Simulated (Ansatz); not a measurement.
Mulliken charges of C$_{2}$H$_{6}$Ge, SMILES `C[CH2][GeH]` from ωB97M-V/def2-TZVPP in Ansatz (PBE0-D4/def2-TZVP geometry).

```
atom   x (Å)   y (Å)   z (Å)  charge (e)
  C1  -0.576   0.537  -0.537      -0.287
  C2   0.357  -0.619  -0.205      -0.336
 Ge3   1.553  -0.456   1.381       0.147
  H4  -1.227   0.307  -1.386       0.107
  H5  -0.017   1.440  -0.798       0.096
  H6  -1.210   0.787   0.316       0.103
  H7   0.954  -0.917  -1.072       0.120
  H8  -0.231  -1.515   0.062       0.103
  H9   0.485   0.390   2.223      -0.054
```

Question: By hand: the dipole of these point charges (1 e Å = 4.8032 D).

Answer: Σ q r = (0.081, -0.048, -0.009) e Å, of length 0.095 e Å = 0.46 D.

Question: How does the dipole of the full density compare? (Estimate.)

Answer: The calculation gave: (-0.077, -0.027, -0.142) e Å, 0.79 D; the point charges give 0.58 times that, at 104° from its direction.

Point charges leave out the atoms' own dipoles, such as those of lone pairs, and Mulliken's split depends on the basis, so the two needn't agree.
